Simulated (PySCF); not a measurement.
`C1=CCC=CC(c2ccccc2)=C1`. The calculation used PBE0-D3(BJ)/def2-SVP geometry optimisation, gas phase (PySCF 2.14.0).

```
atom  x, y, z in Å
C1    -2.0965    2.7398    1.0049
C2    -3.1693    1.9487    0.7823
C3    -3.0373    0.4553    0.7623
C4    -2.2189    0.1115   -0.4438
C5    -0.9092    0.4252   -0.5306
C6    -0.1658    1.2392    0.4177
C7     1.2925    0.9854    0.5194
C8     1.7772   -0.3295    0.4419
C9     3.1391   -0.6003    0.5466
C10    4.0490    0.4404    0.7250
C11    3.5840    1.7535    0.7935
C12    2.2227    2.0226    0.6886
C13   -0.7328    2.2862    1.1001
H14   -2.2600    3.8159    1.1311
H15   -4.1535    2.4021    0.6279
H16   -4.0185   -0.0367    0.7371
H17   -2.5095    0.1215    1.6751
H18   -2.7007   -0.3991   -1.2841
H19   -0.3473    0.0758   -1.4033
H20    1.0669   -1.1508    0.3177
H21    3.4915   -1.6333    0.4931
H22    5.1181    0.2300    0.8046
H23    4.2902    2.5783    0.9172
H24    1.8750    3.0579    0.7116
H25   -0.0602    2.9073    1.7008
```

(1) Give the dihedral angles C5–C6–C7–C8, H16–C3–C4–C5, C13–C1–C2–H15.

(2) Which two atoms are farthest apart?

(3) Work out the bond lengths C3–C4, C3–H16, C8–C9, C9–H21, C10–C11, C11–H23 in Å.

(4) How far apart are these pairs, which share no bond: C3···C12, C3···H18, C11···H19, H14···H23?

(5) What are the angles C2–C1–C13, C1–C2–H15, C3–C2–H15, H16–C3–H17, C3–C4–H18, C4–C5–C6, C9–C10–H22, C10–C11–H23?

(6) How far are the heavy atoms from their best plane (unweighted least squares)?

(7) Where is the centre of mass (commonest isotopes), and what is the radius of gyration?

## Answers

(1) C5–C6–C7–C8 -38° (synclinal); H16–C3–C4–C5 -169° (antiperiplanar); C13–C1–C2–H15 -174° (antiperiplanar). Dihedral signs follow IUPAC: positive where, seen along the central bond, the front bond turns clockwise onto the rear one.

(2) H15···H22, 9.52 Å; the next longest distance is 9.14 Å.

(3) For C3–C4 the difference vector is (0.8184, -0.3438, -1.2061) Å, of length 1.4975 Å. C3–C4 1.498; C3–H16 1.098; C8–C9 1.393; C9–H21 1.093; C10–C11 1.395; C11–H23 1.093 Å.

(4) C3···C12 5.489 Å (5 bonds apart); C3···H18 2.243 Å (2 bonds apart); C11···H19 4.806 Å (5 bonds apart); H14···H23 6.670 Å (7 bonds apart).

(5) From the scalar product of the two bond vectors; for C2–C1–C13 it is -1.1253 Å² over 1.3514 × 1.4403 Å², cos θ = -0.5781. C2–C1–C13 125.3°; C1–C2–H15 119.6°; C3–C2–H15 119.3°; H16–C3–H17 108.1°; C3–C4–H18 119.0°; C4–C5–C6 125.8°; C9–C10–H22 120.3°; C10–C11–H23 120.0°.

(6) 0.346 Å rms; C1 0.05, C2 0.17, C3 0.62, C4 0.46, C5 0.72, C6 0.14, C7 0.05, C8 0.27, C9 0.37, C10 0.15, C11 0.18, C12 0.28, C13 0.20 Å (magnitudes).

(7) Mass 168.094 u; centre at (0.265, 1.034, 0.525) Å; Rg = √(Σ m r²/M) = 2.771 Å. As Ia + Ib + Ic = 2 Σ m r², the three principal moments sum to 2581.9 u·Å².

No PBE0-D3(BJ)/def2-SVP frequencies stand behind this structure, so it isn't proved a minimum. The numbers are those of one conformer.
